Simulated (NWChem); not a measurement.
# GeF$_{2}$, singlet; SMILES [F][Ge][F]

Program: NWChem. Low-valent species are run as closed-shell singlets; no triplet was tried in these runs. The geometry was optimised at PBE0/def2-SVP. Level PBE/def2-TZVP: single points from the atomic guess with DIIS by default; each run changes one setting, and all converged runs end within 0.3 mHa of each other.

### Question
Which setting needs the most SCF iterations, or fails (DIIS on 20 Fock matrices; level shift of 0.5 Ha throughout; defaults; occupation smearing of 0.005 Ha; no level shifting)?

### Answer
level shift of 0.5 Ha throughout, with 15 against 8 for the defaults.
| setting | SCF iterations |
|---|---|
| defaults | 8 |
| occupation smearing of 0.005 Ha | 8 |
| level shift of 0.5 Ha throughout | 15 |
| DIIS on 20 Fock matrices | 7 |
| no level shifting | 8 |
